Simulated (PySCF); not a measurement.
BeS2, singlet: data card

Computed with PySCF, PBE0, basis Be def2-TZVP, S def2-TZVP (no relativity, density fitting).

The structure is a minimum.

```
Point group                                                                   : C2v
Bond lengths                                                                  : Be–S 1.854 Å (×2), S–S 2.246 Å
Bond angles                                                                   : Be–S–S 52.7° (×2), S–Be–S 74.6°
Heat capacity Cp at 298.15 K                                                  : 45.0 J/(mol K)
Dipole moment                                                                 : 4.21 D
Rotational constants                                                          : 0.9807, 0.2091, 0.1723 cm⁻¹
Principal quadrupole moments (Buckingham, traceless) about the centre of mass : -5.88, -5.32, 11.20 D Å
Highest occupied level                                                        : -5.99 eV
Enthalpy at 298.15 K above 0 K                                                : 11.20 kJ/mol
Lowest empty level                                                            : -3.17 eV
Atomisation energy without zero-point energy                                  : 702 kJ/mol
Entropy at 298.15 K and 1 bar                                                 : 260.4 J/(mol K)
Zero-point energy                                                             : 12.0 kJ/mol
Rotational symmetry number                                                    : 2
Principal polarisabilities                                                    : 36.8, 50.9, 61.0 bohr³
```

Harmonic modes (masses in u: Be 9.012, S 31.972):
| symmetry | ω (cm⁻¹) | IR (km/mol) | μ (u) |
| --- | --- | --- | --- |
| a1 | 375 | 12.0 | 26.93 |
| b2 | 724 | 66.8 | 11.26 |
| a1 | 907 | 68.9 | 10.50 |

In C2v the vibrations span 2a1 + b2. Here b1 is antisymmetric to the molecular plane and b2 lies in it.

Charges (e):
| atom | Mulliken | Löwdin | polar tensor | Mayer order to Be1 |
| --- | --- | --- | --- | --- |
| Be1 | 0.13 | -0.45 | 0.72 | – |
| S2,3 | -0.07 | 0.22 | -0.36 | 1.36 |
Other Mayer orders above 0.3: S–S 0.86.

Mulliken populations on Be1: s 2.59, p 1.10, d 0.17.

Outer orbital energies (eV). occupied: -21.13, -17.21, -10.48, -9.41, -8.86, -7.88, -5.99; empty: -3.17, -1.78, -0.34, 1.17.

This need not be the most stable arrangement of these atoms.

The final relaxation and frequency run took 13 s on 2 threads of a shared Arm Neoverse V2 host, with 93 basis functions and 9 gradients; the process peaked at 0.83 GiB.
